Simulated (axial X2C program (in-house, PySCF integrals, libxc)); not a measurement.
**Testing model relations on BrCl**

A bond curve at the CCSD(T) level, 2c, was computed with an in-house all-electron X2C program for linear molecules (integrals from PySCF) (basis Br dyall-cv4z [10s10p7d5f3g], Cl dyall-av4z [10s9p4d3f2g] (cores contracted in-house)) for the state Ω = 0 (closed shell). Its fit gives Re = 2.1514 Å, ωe = 438.8 cm⁻¹, ωexe = 1.78 cm⁻¹ and αe = 7.520e-04 cm⁻¹; the masses are 78.9183 and 34.9689 u. Two-component means X2C with spin–orbit coupling and atomic mean-field Coulomb and Gaunt terms.

Correlated methods: 14 electrons correlated (number of frozen shells: Br 3 s, 2 p, 1 d; Cl 2 s, 1 p), 348 virtual spin orbitals or spinors in MP2, 180 natural virtuals in coupled cluster.

**Question.** Find the reduced mass, Be and the force constant.

**Answer.** From the CCSD(T) values: μ = 24.2317 u. Be = 16.8576/(μ Re²) = 0.1503 cm⁻¹. k = 5.8918×10⁻⁷ μ ωe² = 2.75 mdyn/Å.

**Question.** Estimate the centrifugal constant by the Kratzer relation.

**Answer.** D = 4Be³/ωe² = 7.05e-08 cm⁻¹.

**Question.** Give B0, the J = 1←0 line in GHz and the most populated J at 300 K (kT = 208.5 cm⁻¹).

**Answer.** B0 = Be − αe/2 = 0.1499 cm⁻¹; 2B0 = 8.989 GHz; J(max) ≈ √(kT/2B0) − 1/2 = 25.9, so J = 26.

**Question.** Estimate De from a Morse curve and compare with the computed well depth of 2.167 eV to Br + Cl.

**Answer.** De(Morse) = ωe²/(4ωexe) = 3.353 eV against 2.167 eV computed, a ratio of 1.55. The extrapolation overshoots: the well softens faster than a Morse curve, or the lowest atomic limit lies below the one to which the curve heads.

**Question.** Where do the fundamental and the first overtone lie?

**Answer.** ν(1←0) = ωe − 2ωexe = 435.2 cm⁻¹; ν(2←0) = 2ωe − 6ωexe = 866.9 cm⁻¹.

Occupations by symmetry block were frozen at the best pattern of an incomplete PBE0 search. De is counted from the lowest determinant-based energies of the atoms at the same level, without counterpoise correction. CCSD and (T) use frozen natural virtuals with an MP2 correction for the truncation; (T) itself is uncorrected, so its De runs slightly low.
